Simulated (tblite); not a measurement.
Species: CH4BF2Ga.
Bonds: B1–C2, C2–Ga3, Ga3–F4, Ga3–F5. Hydrogens: H6, H7 on B1; H8, H9 on C2.

Computed with GFN2-xTB (tblite), gas phase: L-BFGS steps from a force-field or distance-geometry start until the largest atomic force falls under 0.01 eV/Å.

Step 27: E = -440.4181 eV
```
atom  x, y, z in Å  |  force x, y, z in eV/Å
B1      1.3546    0.0321   -0.4814   -0.001   0.009  -0.006
C2      0.4412   -0.1266    0.7688    0.000   0.005  -0.033
Ga3    -1.4016    0.1077   -0.1012    0.036  -0.070   0.003
F4     -2.3395   -1.2743   -0.6512    0.006  -0.018   0.000
F5     -2.3146    1.5653   -0.4182   -0.015   0.101  -0.004
H6      1.5913   -0.9035   -1.1458    0.000   0.058   0.033
H7      1.7960    1.0859   -0.7413   -0.031  -0.071  -0.013
H8      0.3659   -1.1214    1.2073    0.035  -0.020   0.010
H9      0.5204    0.6409    1.5378   -0.029   0.006   0.008
```

Step 28: E = -440.4190 eV
```
atom  x, y, z in Å  |  force x, y, z in eV/Å
B1      1.3542    0.0333   -0.4806   -0.025   0.001  -0.005
C2      0.4402   -0.1277    0.7690    0.005  -0.005  -0.002
Ga3    -1.4054    0.1031   -0.0984    0.064  -0.096   0.005
F4     -2.3460   -1.2737   -0.6569    0.004  -0.016   0.002
F5     -2.3043    1.5672   -0.4182   -0.025   0.112  -0.003
H6      1.5902   -0.9014   -1.1446    0.010   0.032   0.022
H7      1.7932    1.0856   -0.7450   -0.024  -0.042  -0.007
H8      0.3776   -1.1223    1.2125    0.013   0.008  -0.013
H9      0.5139    0.6419    1.5369   -0.021   0.006   0.001
```

Task: Estimate the geometry and energy of step 29. (The exact step hangs on the optimiser's Hessian estimate; all steps are aligned on step 28, rigid shifts and turns removed.)

Result: E = -440.4197 eV, largest force 0.098 eV/Å
```
atom  x, y, z in Å  |  force x, y, z in eV/Å
B1      1.3532    0.0345   -0.4799   -0.044  -0.007   0.000
C2      0.4396   -0.1288    0.7694    0.008  -0.011   0.032
Ga3    -1.4080    0.0965   -0.0954    0.061  -0.077  -0.005
F4     -2.3530   -1.2732   -0.6628    0.001  -0.017   0.004
F5     -2.2943    1.5707   -0.4183   -0.012   0.085   0.005
H6      1.5893   -0.8988   -1.1431    0.020  -0.004   0.004
H7      1.7899    1.0848   -0.7485   -0.014   0.001  -0.004
H8      0.3894   -1.1229    1.2175   -0.007   0.026  -0.030
H9      0.5073    0.6431    1.5360   -0.013   0.004  -0.006
```

The energy changes by -0.0007 eV. The first-order estimate −F·Δx gives -0.0011 eV and the mean of the old and new forces, exact on a quadratic surface, -0.0007 eV. The step makes an angle of 75° with the force vector and moves no atom by more than 0.013 Å.

What follows is the cost of the whole relaxation. The run took 0.18 s of wall time on one thread of an Arm Neoverse V2, no GPU (shared host).
